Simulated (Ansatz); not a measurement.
Method: B3LYP-D3(BJ)/def2-TZVP (Ansatz, a program for electronic structure). No frequencies were computed at this level.

Ansatz 0.2 input:
```yaml
crystal:
  periodic: [false, false, false]
  atoms:
    - { symbol: C, position_ang: [1.934946, -0.312042, -0.006723] }
    - { symbol: C, position_ang: [0.747965, -0.120621, -0.002598] }
    - { symbol: Si, position_ang: [-1.077086, 0.173698, 0.003743] }
    - { symbol: H, position_ang: [2.974296, -0.479656, -0.010336] }
    - { symbol: H, position_ang: [-1.620394, -0.361655, 1.255081] }
    - { symbol: H, position_ang: [-1.305741, 1.618387, -0.08696] }
    - { symbol: H, position_ang: [-1.653987, -0.51811, -1.152208] }
basis:
  gaussian: { orbitals: def2-tzvp }
hamiltonian:
  xc: b3lyp
  dispersion: d3bj
relax:
  max_steps: 150
```

Output:

```
Functional definition: B3LYP
797 factors; their error is unknown
mean field evaluation 1: about -10011.3169 eV, gradient 4.6e1 eV
mean field evaluation 2: about -10008.6572 eV, gradient 5.4e1 eV
mean field evaluation 4: about -10016.5774 eV, gradient 3.5e0 eV
mean field evaluation 8: about -10016.6040 eV, gradient 1.5e-1 eV
mean field evaluation 16: about -10016.6306 eV, gradient 4.4e-5 eV
mean field -10016.63064352 eV, -368.1043866334 hartree, gradient 4.4e-5 eV, S^2 0.000000; 0 other end points of the search recorded, 0 dependent functions left out
reference -10016.63089334 eV, -368.1043958140 hartree; 15, 15 occupied and 108, 108 virtual orbitals, 797 factors
relax step   1: F+E_penalty+E_count = -10016.83753414 eV  Δ(F+E_penalty+E_count) = +0.000e0 eV  max|allowed force component| = 8.380e-1 eV/Å  Δτ_max = 0.0000 Å  (29 SCF iters, accepted)
these checks for a lower state are left out or cut short: starts, cluster_reference, orbital_swaps, neighbouring_geometries, increment
797 factors; their error is unknown
mean field -10016.64495713 eV, -368.1049126488 hartree, gradient 8.2e-6 eV, S^2 0.000000; 0 other end points of the search recorded, 0 dependent functions left out
reference -10016.64520683 eV, -368.1049218249 hartree; 15, 15 occupied and 108, 108 virtual orbitals, 797 factors
relax step   2: F+E_penalty+E_count = -10016.85154305 eV  Δ(F+E_penalty+E_count) = -1.401e-2 eV  max|allowed force component| = 3.085e-1 eV/Å  Δτ_max = 0.0164 Å  (32 SCF iters, accepted)
these checks for a lower state are left out or cut short: starts, cluster_reference, orbital_swaps, neighbouring_geometries, increment
797 factors; their error is unknown
mean field evaluation 32: about -10016.6465 eV, gradient 8.2e-6 eV
mean field -10016.64647943 eV, -368.1049685922 hartree, gradient 8.3e-6 eV, S^2 0.000000; 0 other end points of the search recorded, 0 dependent functions left out
reference -10016.64672911 eV, -368.1049777677 hartree; 15, 15 occupied and 108, 108 virtual orbitals, 797 factors
relax step   3: F+E_penalty+E_count = -10016.85354161 eV  Δ(F+E_penalty+E_count) = -1.999e-3 eV  max|allowed force component| = 5.737e-2 eV/Å  Δτ_max = 0.0084 Å  (32 SCF iters, accepted)
these checks for a lower state are left out or cut short: starts, cluster_reference, orbital_swaps, neighbouring_geometries, increment
797 factors; their error is unknown
mean field -10016.64670966 eV, -368.1049770529 hartree, gradient 8.3e-6 eV, S^2 0.000000; 0 other end points of the search recorded, 0 dependent functions left out
reference -10016.64695932 eV, -368.1049862279 hartree; 15, 15 occupied and 108, 108 virtual orbitals, 797 factors
relax step   4: F+E_penalty+E_count = -10016.85364801 eV  Δ(F+E_penalty+E_count) = -1.064e-4 eV  max|allowed force component| = 1.869e-3 eV/Å  Δτ_max = 0.0026 Å  (32 SCF iters, accepted)
797 factors; their error is unknown
mean field evaluation 64: about -10016.6467 eV, gradient 4.4e-5 eV
mean field -10016.64670966 eV, -368.1049770529 hartree, gradient 8.3e-6 eV, S^2 0.000000; 1 other end points of the search recorded, 0 dependent functions left out
reference -10016.64695932 eV, -368.1049862279 hartree; 15, 15 occupied and 108, 108 virtual orbitals, 797 factors
Total energy: -10016.85389767 eV, -368.1125910720 hartree
Atom 0 at     1.936962    -0.312369    -0.006730 Å, force     0.000934    -0.000169    -0.000002 eV/Å
Atom 1 at     0.746837    -0.120433    -0.002595 Å, force    -0.000868     0.000165     0.000001 eV/Å
Atom 2 at    -1.055032     0.170146     0.003666 Å, force    -0.001869     0.000294     0.000007 eV/Å
Atom 3 at     2.987233    -0.481750    -0.010380 Å, force    -0.000297     0.000049     0.000001 eV/Å
Atom 4 at    -1.632491    -0.360665     1.257051 Å, force     0.000701    -0.000109    -0.000011 eV/Å
Atom 5 at    -1.317372     1.622433    -0.087061 Å, force     0.000697    -0.000122    -0.000002 eV/Å
Atom 6 at    -1.666137    -0.517361    -1.153953 Å, force     0.000701    -0.000108     0.000006 eV/Å
Dipole moment:     0.079736    -0.012858    -0.000277 e Å
```

Cost: about 8 core-seconds (a rough figure).
